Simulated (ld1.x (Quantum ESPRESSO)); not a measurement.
## u(r) = r·R(r): atom against pseudo-atom (bromine (Br))

Columns: radius, all-electron u(r) and pseudo u(r) of the 4s shell (level -20.13 eV) of bromine in the configuration [Ar] 3d10 4s2 4p5; PBE, scalar-relativistic, TM scheme, ld1.x (Quantum ESPRESSO) 7.5.

```json
{"r (bohr)": "0.070", "all-electron": "-0.0955", "pseudo": "-0.0190"}
{"r (bohr)": "0.140", "all-electron": "-0.2599", "pseudo": "-0.0389"}
{"r (bohr)": "0.210", "all-electron": "-0.0555", "pseudo": "-0.0606"}
{"r (bohr)": "0.280", "all-electron": "0.2109", "pseudo": "-0.0850"}
{"r (bohr)": "0.350", "all-electron": "0.3817", "pseudo": "-0.1131"}
{"r (bohr)": "0.420", "all-electron": "0.4274", "pseudo": "-0.1462"}
{"r (bohr)": "0.490", "all-electron": "0.3716", "pseudo": "-0.1852"}
{"r (bohr)": "0.560", "all-electron": "0.2507", "pseudo": "-0.2313"}
{"r (bohr)": "0.630", "all-electron": "0.0961", "pseudo": "-0.2850"}
{"r (bohr)": "0.700", "all-electron": "-0.0687", "pseudo": "-0.3464"}
{"r (bohr)": "0.770", "all-electron": "-0.2286", "pseudo": "-0.4149"}
{"r (bohr)": "0.840", "all-electron": "-0.3745", "pseudo": "-0.4884"}
{"r (bohr)": "0.910", "all-electron": "-0.5016", "pseudo": "-0.5641"}
{"r (bohr)": "0.980", "all-electron": "-0.6080", "pseudo": "-0.6380"}
{"r (bohr)": "1.050", "all-electron": "-0.6939", "pseudo": "-0.7060"}
{"r (bohr)": "1.120", "all-electron": "-0.7604", "pseudo": "-0.7642"}
{"r (bohr)": "1.190", "all-electron": "-0.8094", "pseudo": "-0.8102"}
{"r (bohr)": "1.260", "all-electron": "-0.8428", "pseudo": "-0.8429"}
{"r (bohr)": "1.330", "all-electron": "-0.8624", "pseudo": "-0.8624"}
{"r (bohr)": "1.400", "all-electron": "-0.8704", "pseudo": "-0.8704"}
{"r (bohr)": "1.470", "all-electron": "-0.8684", "pseudo": "-0.8684"}
{"r (bohr)": "1.540", "all-electron": "-0.8584", "pseudo": "-0.8584"}
{"r (bohr)": "1.610", "all-electron": "-0.8415", "pseudo": "-0.8415"}
{"r (bohr)": "1.680", "all-electron": "-0.8195", "pseudo": "-0.8195"}
{"r (bohr)": "1.750", "all-electron": "-0.7933", "pseudo": "-0.7933"}
{"r (bohr)": "1.820", "all-electron": "-0.7641", "pseudo": "-0.7641"}
```

How many radial nodes do the two functions have?

The all-electron 4s function has n − l − 1 = 3 (the table is too coarse to show those close to the nucleus); the pseudo-wave has 0, since the states of the same l below it are removed with the core.

At about which radius was the pseudo-wave matched?

1.40 bohr. The columns agree to 0.0005 from 1.26 bohr on; several derivatives are matched, so the curves merge somewhat inside the radius.

Is the pseudo-wave norm-conserving?

Yes: the TM scheme keeps the norm inside the radius equal to the all-electron one, which fixes the energy derivative of the logarithmic derivative at the level.
